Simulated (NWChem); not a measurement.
Species: CdHSeBr; SMILES [SeH][Cd][Br]

```xyz
4

Cd     0.2189     0.0945    -0.0072
Br    -0.0994    -2.3034     0.0070
Se     0.5556     2.5240    -0.0206
H     -0.9002     2.7528    -0.0099
```
Atoms are numbered in this order, from 1.

Level: PBE0/def2-SVP with def2 effective core potentials on Cd (NWChem), optimised geometry, unscaled harmonic frequencies. This build's default masses of Se (78.918 u) and Br (79.917 u) are each other's, which moves their modes by up to 0.6 %. def2 effective core potentials on Cd; no spin-orbit coupling.

**Question.** List the harmonic frequencies with IR intensities, and the thermochemistry.

**Answer.** 
| frequency (cm⁻¹) | IR intensity (km/mol) |
|---|---|
| 63 | 4.6 |
| 64 | 4.1 |
| 197 | 0.5 |
| 308 | 33.5 |
| 586 | 0.2 |
| 2443 | 8.6 |

```
Item                                                                                Value
-----------------------------------------------------------------------  ----------------
zero-point energy                                                            5.2 kcal/mol
thermal correction to the enthalpy at 298.15 K (with zero-point energy)      9.3 kcal/mol
heat capacity Cv                                                         14.5 cal/(mol K)
entropy at 298.15 K and 1 atm (symmetry number 1)                        81.4 cal/(mol K)
```

Rigid rotor and harmonic oscillator; modes under 100 cm⁻¹ make the entropy uncertain.
